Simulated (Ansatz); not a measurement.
C$_{2}$H$_{6}$ClIn (`ClC[CH2][InH2]`) from Hartree–Fock to CCSD(T)

Cartesian coordinates in Å:
```
Cl -0.306 1.997 0.085
C 0.681 0.742 -0.812
C 0.701 -0.546 -0.036
In -1.265 -0.648 0.928
H 0.180 0.643 -1.774
H 1.649 1.220 -0.957
H 0.892 -1.383 -0.711
H 1.480 -0.533 0.728
H -2.641 -0.839 -0.098
H -1.372 -0.652 2.648
```

Charge 0, multiplicity 1. Correlated methods include outer-core shells of In, which these sets cover unevenly. In: def2 effective core potential. The structure was optimised at the PBE0-D4/def2-TZVP level. It is one conformer, not always the lowest. Frozen core, restricted reference, the Gaussian-basis code of Ansatz.

```tsv
basis	HF (Eh)	MP2 corr.	CCSD corr.	(T)	CCSD(T) total
def2-SVP	-727.69393	-0.51664	-0.56979	-0.01677	-728.28049
def2-TZVPP	-727.94633	-0.84010	-0.87922	-0.03353	-728.85908
def2-QZVPP	-727.96420	-1.07053	–	–	–
```
